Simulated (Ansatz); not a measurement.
Stepwise reaction of `[SiH3]OB(S)S` with ammonia, as a gas-phase model of exchange steps in deposition or etching. ΔE in kJ/mol.

Calculated with Ansatz (gas phase, PBE0-D4/def2-TZVP geometries, no zero-point term in ΔE). CCSD(T)/CBS is the MP2 limit (def2-TZVPP, def2-QZVPP) plus CCSD(T) − MP2 in def2-TZVPP, frozen cores. This one scheme is used for every species. DFT in def2-TZVPP. B3LYP here is the variant with VWN-RPA as its local correlation; programs differ in this. Each species was taken in one conformer, which may not be the lowest.

```
step                                     reaction  PBE-D4  B3LYP-D4  ωB97M-V  CCSD(T)/CBS
   1  `[SiH3]OB(S)S` + NH₃ → `NB(S)O[SiH3]` + H₂S   -28.8     -37.8    -39.6        -34.9
   2  `NB(S)O[SiH3]` + NH₃ → `NB(N)O[SiH3]` + H₂S   -17.8     -25.9    -26.9        -23.5
```

(1) By hand: ΔE of the 2 steps together at CCSD(T)/CBS.

Results:

(1) (-34.9) + (-23.5) = -58.4 kJ/mol, or -29.2 kJ/mol a step.

In ΔE each step is higher than the one before. All are downhill at CCSD(T)/CBS. PBE-D4 differs from CCSD(T)/CBS by 5.7 to 6.1 kJ/mol a step. Isolated molecules leave out the surface, adducts and barriers. Largest T1 diagnostic: 0.013.
